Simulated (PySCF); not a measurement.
Chain-length series, n-germane amino/formyl (end groups after the name). All species are isolated molecules in the gas phase. One relaxed conformer stands for each flexible species; it need not be the lowest. Strings in code marks are SMILES.

The S1 excitation (TDA) from two functionals at the same geometries (PBE0-D4/def2-SVP), both in PySCF: PBE-D3(BJ)/def2-TZVP and B3LYP-D3(BJ)/def2-TZVP. B3LYP has the VWN-RPA correlation part, as in Gaussian. Excitations are Tamm–Dancoff values on a coarser integration grid. The basis has no diffuse functions, so Rydberg states are missing or too high.

| species | PBE-D3(BJ)/def2-TZVP (eV) |
|---|---|
| n = 1 (`[NH2][GeH2][CH]=O`) | 3.04 |
| n = 2 (`[NH2][GeH2][GeH2][CH]=O`) | 3.19 |
| n = 4 (`[NH2][GeH2][GeH2][GeH2][GeH2][CH]=O`) | 3.07 |
| n = 5 (`[GeH2]([GeH2][GeH2][GeH2][GeH2][CH]=O)[NH2]`) | 3.05 |
| n = 6 (`[NH2][GeH2][GeH2][GeH2][GeH2][GeH2][GeH2][CH]=O`) | 3.00 |

Task: What does B3LYP-D3(BJ)/def2-TZVP give for each?

Result: 
- n = 1 (`[NH2][GeH2][CH]=O`): 3.28
- n = 2 (`[NH2][GeH2][GeH2][CH]=O`): 3.32
- n = 4 (`[NH2][GeH2][GeH2][GeH2][GeH2][CH]=O`): 3.29
- n = 5 (`[GeH2]([GeH2][GeH2][GeH2][GeH2][CH]=O)[NH2]`): 3.29
- n = 6 (`[NH2][GeH2][GeH2][GeH2][GeH2][GeH2][GeH2][CH]=O`): 3.29
Over these rows, drawn at random from the members with no instability flagged (it was tested for open shells, ions and some series alone), PBE minus B3LYP-D3(BJ): mean -0.22 eV, from -0.28 eV to -0.13 eV.
